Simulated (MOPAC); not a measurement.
Input for MOPAC: PM7 on C3H6O2 (SMILES CCOC=O).

```
PM7 1SCF PRECISE CHARGE=0 THREADS=1
C3H6O2

C     -1.52164560 1     0.51888350 1     0.14762665 1
C     -0.32233476 1    -0.36344954 1    -0.10213632 1
O      0.85985421 1     0.47285077 1    -0.03365411 1
C      2.02998117 1    -0.14020850 1    -0.23314149 1
O      2.18577955 1    -1.30759410 1    -0.46123634 1
H     -1.59058148 1     1.30565566 1    -0.60433515 1
H     -1.46478275 1     0.98532278 1     1.13170484 1
H     -2.43298464 1    -0.07975056 1     0.10320212 1
H     -0.22941929 1    -1.15364552 1     0.64383731 1
H     -0.35489050 1    -0.83480436 1    -1.08511477 1
H      2.84102408 1     0.59673988 1    -0.15586213 1
```

Output:

```
*******************************************************************************
 **                                                                           **
 **                              MOPAC v23.2.5                                **
 **                                                                           **
 *******************************************************************************
 ** MOPAC's Digital Object Identifier: https://doi.org/10.5281/zenodo.6511958 **
 **                                                                           **
 ** Please cite the open-source release paper for use of this MOPAC version:  **
 ** J. E. Moussa and J. J. P. Stewart (2026)                                  **
 ** MOPAC: An open-source semiempirical molecular orbital program             **
 ** J. Open Source Softw., 11(119), 8025, https://doi.org/10.21105/joss.08025 **
 *******************************************************************************

                              PM7 CALCULATION RESULTS

 *******************************************************************************
 *  PM7        - The PM7 Hamiltonian to be used
 *
 *
 *
 *                 CHARGE ON SYSTEM = 0
 *
 *
 *
 *  PRECISE    - TIGHTER CRITERIA TO BE USED
 *  1SCF       - DO 1 SCF AND THEN STOP
 *  THREADS=1  - MULTI-THREADING NOT USED
 *  T=         - A TIME OF 172800.0 SECONDS REQUESTED
 *  DUMP=N     - RESTART FILE WRITTEN EVERY 7200.0 SECONDS REQUESTED
 *******************************************************************************
PM7 1SCF PRECISE CHARGE=0 THREADS=1
 C3H6O2

   ATOM   CHEMICAL          X               Y               Z
  NUMBER   SYMBOL      (ANGSTROMS)     (ANGSTROMS)     (ANGSTROMS)

     1       C         -1.52164560  *   0.51888350  *   0.14762665  *
     2       C         -0.32233476  *  -0.36344954  *  -0.10213632  *
     3       O          0.85985421  *   0.47285077  *  -0.03365411  *
     4       C          2.02998117  *  -0.14020850  *  -0.23314149  *
     5       O          2.18577955  *  -1.30759410  *  -0.46123634  *
     6       H         -1.59058148  *   1.30565566  *  -0.60433515  *
     7       H         -1.46478275  *   0.98532278  *   1.13170484  *
     8       H         -2.43298464  *  -0.07975056  *   0.10320212  *
     9       H         -0.22941929  *  -1.15364552  *   0.64383731  *
    10       H         -0.35489050  *  -0.83480436  *  -1.08511477  *
    11       H          2.84102408  *   0.59673988  *  -0.15586213  *



          CARTESIAN COORDINATES

    NO.       ATOM           X           Y           Z

     1         C         -1.5216      0.5189      0.1476
     2         C         -0.3223     -0.3634     -0.1021
     3         O          0.8599      0.4729     -0.0337
     4         C          2.0300     -0.1402     -0.2331
     5         O          2.1858     -1.3076     -0.4612
     6         H         -1.5906      1.3057     -0.6043
     7         H         -1.4648      0.9853      1.1317
     8         H         -2.4330     -0.0798      0.1032
     9         H         -0.2294     -1.1536      0.6438
    10         H         -0.3549     -0.8348     -1.0851
    11         H          2.8410      0.5967     -0.1559

 General Reference for PM7:
 "Optimization of Parameters for Semiempirical Methods VI: More Modifications to the
 NDDO Approximations and Re-optimization of Parameters", J. J. P. Stewart, J. Mol. Mod., 1:32, 19 (2013)
 https://link.springer.com/article/10.1007/s00894-012-1667-x

           Empirical Formula: C3 H6 O2  =    11 atoms



      MOLECULAR POINT GROUP   :   Cs


      RHF CALCULATION, NO. OF DOUBLY OCCUPIED LEVELS = 15


 -------------------------------------------------------------------------------
 PM7 1SCF PRECISE CHARGE=0 THREADS=1
 C3H6O2



     1SCF WAS SPECIFIED, SO BFGS WAS NOT USED
     SCF FIELD WAS ACHIEVED


                              PM7 CALCULATION
                                                       MOPAC v23.2.5 Linux




          FINAL HEAT OF FORMATION =        -90.57923 KCAL/MOL =    -378.98348 KJ/MOL


          COSMO AREA              =        112.21 SQUARE ANGSTROMS
          COSMO VOLUME            =         95.71 CUBIC ANGSTROMS

          IONIZATION POTENTIAL    =         11.025341 EV
          HOMO LUMO ENERGIES (EV) =        -11.025  0.928
          NO. OF FILLED LEVELS    =         15
          MOLECULAR WEIGHT        =         74.0792         POINT GROUP:  Cs

          MOLECULAR DIMENSIONS (Angstroms)

            Atom       Atom       Distance
            H    11    H     8     5.32353
            O     5    H     7     3.08914
            H     9    H     6     2.35857


          SCF CALCULATIONS        =          1





   ATOM   CHEMICAL          X               Y               Z
  NUMBER   SYMBOL      (ANGSTROMS)     (ANGSTROMS)     (ANGSTROMS)

     1       C         -1.52164560  *   0.51888350  *   0.14762665  *
     2       C         -0.32233476  *  -0.36344954  *  -0.10213632  *
     3       O          0.85985421  *   0.47285077  *  -0.03365411  *
     4       C          2.02998117  *  -0.14020850  *  -0.23314149  *
     5       O          2.18577955  *  -1.30759410  *  -0.46123634  *
     6       H         -1.59058148  *   1.30565566  *  -0.60433515  *
     7       H         -1.46478275  *   0.98532278  *   1.13170484  *
     8       H         -2.43298464  *  -0.07975056  *   0.10320212  *
     9       H         -0.22941929  *  -1.15364552  *   0.64383731  *
    10       H         -0.35489050  *  -0.83480436  *  -1.08511477  *
    11       H          2.84102408  *   0.59673988  *  -0.15586213  *

                             CARTESIAN COORDINATES

   1    C       -1.521645600     0.518883500     0.147626650
   2    C       -0.322334760    -0.363449540    -0.102136320
   3    O        0.859854210     0.472850770    -0.033654110
   4    C        2.029981170    -0.140208500    -0.233141490
   5    O        2.185779550    -1.307594100    -0.461236340
   6    H       -1.590581480     1.305655660    -0.604335150
   7    H       -1.464782750     0.985322780     1.131704840
   8    H       -2.432984640    -0.079750560     0.103202120
   9    H       -0.229419290    -1.153645520     0.643837310
  10    H       -0.354890500    -0.834804360    -1.085114770
  11    H        2.841024080     0.596739880    -0.155862130


           Empirical Formula: C3 H6 O2  =    11 atoms



      MOLECULAR POINT GROUP   :   Cs


                  EIGENVALUES
 -31.49676 -30.30352 -27.62503 -22.99344 -21.27251 -17.63565 -16.81240 -16.49030
 -14.76201 -14.18157 -13.78684 -12.84947 -12.70993 -11.29683 -11.02534   0.92819
   1.59153   3.53903   4.04139   4.56924   5.10290   5.24986   5.42725   5.66494
   5.74826   6.62117


              NET ATOMIC CHARGES AND DIPOLE CONTRIBUTIONS

  ATOM NO.   TYPE          CHARGE      No. of ELECS.   s-Pop       p-Pop
    1          C          -0.462424        4.4624     1.05116     3.41126
    2          C           0.001100        3.9989     1.08182     2.91708
    3          O          -0.423474        6.4235     1.86518     4.55830
    4          C           0.497394        3.5026     1.14496     2.35765
    5          O          -0.506064        6.5061     1.87411     4.63195
    6          H           0.160945        0.8391     0.83905
    7          H           0.160942        0.8391     0.83906
    8          H           0.156809        0.8432     0.84319
    9          H           0.133690        0.8663     0.86631
   10          H           0.133726        0.8663     0.86627
   11          H           0.147356        0.8526     0.85264
 DIPOLE           X         Y         Z       TOTAL
 POINT-CHG.    -1.393     1.584     0.396     2.146
 HYBRID        -0.020    -0.061    -0.010     0.065
 SUM           -1.413     1.523     0.386     2.113


          ATOMIC ORBITAL ELECTRON POPULATIONS

     Atom    s        px        py        pz
    1  C   1.05116   1.07754   1.14219   1.19153
    2  C   1.08182   0.81074   0.96296   1.14338
    3  O   1.86518   1.26948   1.47472   1.81410
    4  C   1.14496   0.82926   0.84968   0.67871
    5  O   1.87411   1.84791   1.30005   1.48399
    6  H   0.83905
    7  H   0.83906
    8  H   0.84319
    9  H   0.86631
   10  H   0.86627
   11  H   0.85264

 **********************
 *                    *
 * JOB ENDED NORMALLY *
 *                    *
 **********************




 == MOPAC DONE ==
```

The run finished.

Cost: roughly 0.03 core-seconds.
